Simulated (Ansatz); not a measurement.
Geometry optimisation, Ansatz 0.2.0, RKS B3LYP-D4/6-31G*.

The input (input.yaml):

```yaml
crystal:
  periodic: [false, false, false]
  atoms:
    - { symbol: "N", position_ang: [-0.8194, 1.5772, 0.6009] }
    - { symbol: C, position_ang: [-0.2282, 0.6204, 0.1019] }
    - { symbol: Si, position_ang: [0.1957, -0.8175, 1.1609] }
    - { symbol: B, position_ang: [0.1918, 0.6153, -1.4295] }
    - { symbol: O, position_ang: [0.8294, -0.5333, -2.0381] }
    - { symbol: H, position_ang: [-1.131, 1.6789, 1.5835] }
    - { symbol: H, position_ang: [-0.7584, -1.871, 1.0282] }
    - { symbol: H, position_ang: [1.5807, -1.3252, 0.764] }
    - { symbol: H, position_ang: [0.2929, -0.3761, 2.6231] }
    - { symbol: H, position_ang: [-0.19, 1.5203, -2.0843] }
    - { symbol: H, position_ang: [0.1018, -1.146, -2.2901] }
basis:
  gaussian: { orbitals: "6-31G*" }
hamiltonian:
  xc: b3lyp
  dispersion: d4
relax:
  f_tol: 0.015
  max_steps: 40
```

Launched with:

```bash
$ ansatz run input.yaml --threads 1 --pin off --max-ram 2048MiB --backend cpu --events-out ev --progress --plain --runs-dir out
```

Q: Where does it end, and by what steps?

A: It converged. The force dipped under the threshold on the way, but the program's further checks kept it going. After 14 steps the energy has fallen by 1.392 eV; H11 moved furthest, 0.78 Å.

| step | energy less start (eV) | largest force component (eV/Å) | accepted |
| --- | --- | --- | --- |
| 0 | 0.0000 | 5.160 | yes |
| 1 | -0.3979 | 2.272 | yes |
| 2 | -0.6091 | 1.881 | yes |
| 3 | -0.7410 | 2.431 | yes |
| 4 | -0.9120 | 2.653 | yes |
| 5 | -1.2910 | 0.870 | yes |
| 6 | -1.3251 | 0.877 | yes |
| 7 | -1.3747 | 0.447 | yes |
| 8 | -1.3896 | 0.097 | yes |
| 9 | -1.3911 | 0.076 | yes |
| 10 | -1.3916 | 0.048 | yes |
| 11 | -1.3919 | 0.029 | yes |
| 12 | -1.3921 | 0.013 | yes |
| 13 | -1.3922 | 0.014 | yes |
| 14 | -1.3922 | 0.014 | yes |

```xyz
11
Properties=species:S:1:pos:R:3
N -0.678 1.743 0.568
C -0.229 0.611 0.135
Si 0.236 -0.854 1.274
B -0.077 0.476 -1.430
O 0.393 -0.716 -1.885
H -0.749 1.753 1.597
H -0.600 -2.050 0.988
H 1.668 -1.226 1.126
H -0.010 -0.413 2.679
H -0.356 1.367 -2.180
H 0.467 -0.748 -2.850
```

Time of the run: 95 s on 1 thread of Intel(R) Xeon(R) Platinum 8488C (Sapphire Rapids) (shared host), peak memory 0.2 GiB.
